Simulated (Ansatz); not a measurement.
Basis-set extrapolation for `B1[SiH2]C[SiH2]1` (PBE0-D4/def2-TZVP geometry, frozen core, Ansatz). Multiplicity 1, RHF reference.

```
                      def2-TZVPP   def2-QZVPP
                 HF  -644.478151  -644.498739
    MP2 correlation    -0.512306    -0.547173
CCSD(T) correlation    -0.596067      not run
```

Energies in hartree. Use E(X) = E(∞) + A·exp(−7.88·√X) for Hartree–Fock and E(X) = E(∞) + B·X^(−2.97) for correlation, with X = 3 and 4, and add CCSD(T) minus MP2 of the smaller set to the MP2 limit.

Task: What is the CCSD(T) energy at the basis-set limit?

Result: HF limit: -644.498739 + (-0.020588) × 0.13774 = -644.50157. MP2 limit: -0.547173 + (-0.034867) × 0.74074 = -0.57300. Higher-order term: -0.596067 − (-0.512306) = -0.08376. Total: -645.15833 hartree, 220.8 kJ/mol below CCSD(T)/def2-TZVPP.
